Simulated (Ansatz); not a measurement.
`c1ccc2nc3ccccc3nc2c1`, charge 0, multiplicity 1.

**Question.** Give a relaxed structure at PBE0-D4/def2-TZVP (Ansatz). (An estimate is asked.)

**Answer.** Ansatz gave: 
Z-matrix (Å, degrees):
```
C
C 1 1.420
C 1 1.360 2 120.8
H 1 1.084 2 119.2 3 -180.0
C 2 1.360 1 120.8 3 0.0
H 2 1.084 1 119.2 3 180.0
C 3 1.420 1 120.2 2 0.0
H 3 1.083 1 122.2 2 -180.0
C 5 1.420 2 120.2 1 -0.0
H 5 1.083 2 122.2 1 -180.0
N 7 1.330 3 119.5 1 -180.0
N 9 1.330 5 119.5 2 -180.0
C 11 1.330 7 117.0 3 -180.0
C 12 1.330 9 117.0 5 -180.0
C 13 1.420 11 119.5 7 180.0
C 14 1.420 12 119.5 9 -180.0
C 15 1.360 13 120.2 11 -180.0
H 15 1.083 13 117.6 11 -0.0
C 16 1.360 14 120.2 12 -180.0
H 16 1.083 14 117.6 12 -0.0
H 17 1.084 15 120.0 13 180.0
H 19 1.084 16 120.0 14 180.0
```
Point group D2h.
This is one stationary point; other conformers may exist.
